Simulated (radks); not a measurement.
The mean radii <r> (bohr) of the occupied orbitals of an atom or ion are listed with their occupations. Method: scalar-relativistic Kohn-Sham, LDA (Slater exchange, Perdew-Wang correlation), spin-polarised, spherical densities, finite nucleus; Fermi nuclear charge, rms radius of each element as measured or else 0.836 A^(1/3) + 0.57 fm; computed with a radial shooting solver on a logarithmic mesh with Libxc functionals.

| orbital | occ. | <r> |
|---|---|---|
| 1s up | 1 | 0.02509 |
| 1s down | 1 | 0.02509 |
| 2s up | 1 | 0.1072 |
| 2s down | 1 | 0.1071 |
| 2p up | 3 | 0.09392 |
| 2p down | 3 | 0.09384 |
| 3s up | 1 | 0.2755 |
| 3s down | 1 | 0.2759 |
| 3p up | 3 | 0.2710 |
| 3p down | 3 | 0.2715 |
| 3d up | 5 | 0.2440 |
| 3d down | 2 | 0.2447 |
| 4s up | 1 | 0.5533 |
| 4s down | 1 | 0.5545 |

Name the element and its charge. Open shells, if any, are filled with parallel spins first.

Answer. Z = 57, lanthanum, charge +30: La30+ in [Ar] 3d7 4s2. The 1s radius gives Z: for a bare nucleus <r> = (2 gamma + 1)/(2Z) with gamma = sqrt(1 - (Z/c)^2), 0.02473 bohr for Z = 57, and screening makes it slightly larger (0.02509 here). The occupations add up to 27, and the charge is Z minus that.
